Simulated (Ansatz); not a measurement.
`FC1C[SiH2]1` and `[InH2][CH]1C[SiH2]1` differ in one atom or group.

Ansatz, PBE0-D4/def2-TZVP geometries, multiplicity 1. 

Elements past krypton have def2 core potentials.

```
                                          property  `FC1C[SiH2]1`
             HOMO–LUMO gap (B3LYP/def2-TZVPP) / eV           6.62
               HOMO energy (B3LYP/def2-TZVPP) / eV          -6.88
    size of the dipole moment (PBE/def2-TZVPP) / D           1.58
                HOMO energy (PBE0/def2-TZVPP) / eV          -7.08
size of the dipole moment (ωB97M-V/def2-TZVPP) / D           1.82
           HOMO–LUMO gap (ωB97M-V/def2-TZVPP) / eV          10.91
```

(1) What does the change do to each property? (Best estimate.)

## Answers

(1) The calculation gave: 
| property | `[InH2][CH]1C[SiH2]1` | shift |
| --- | --- | --- |
| HOMO–LUMO gap (B3LYP/def2-TZVPP) / eV | 4.66 | -1.96 |
| HOMO energy (B3LYP/def2-TZVPP) / eV | -6.37 | 0.51 |
| size of the dipole moment (PBE/def2-TZVPP) / D | 0.89 | -0.69 |
| HOMO energy (PBE0/def2-TZVPP) / eV | -6.57 | 0.51 |
| size of the dipole moment (ωB97M-V/def2-TZVPP) / D | 0.73 | -1.09 |
| HOMO–LUMO gap (ωB97M-V/def2-TZVPP) / eV | 8.61 | -2.30 |

With PBE0 the HOMO rises by 0.51 eV and the LUMO falls by 1.43 eV, so the gap narrows by about 1.94 eV. PBE moves the HOMO by 0.29 eV and ωB97M-V by 0.63 eV. Dipoles are sizes alone; their direction can turn.

B3LYP here is the variant with VWN-RPA as its local correlation; programs differ in this.
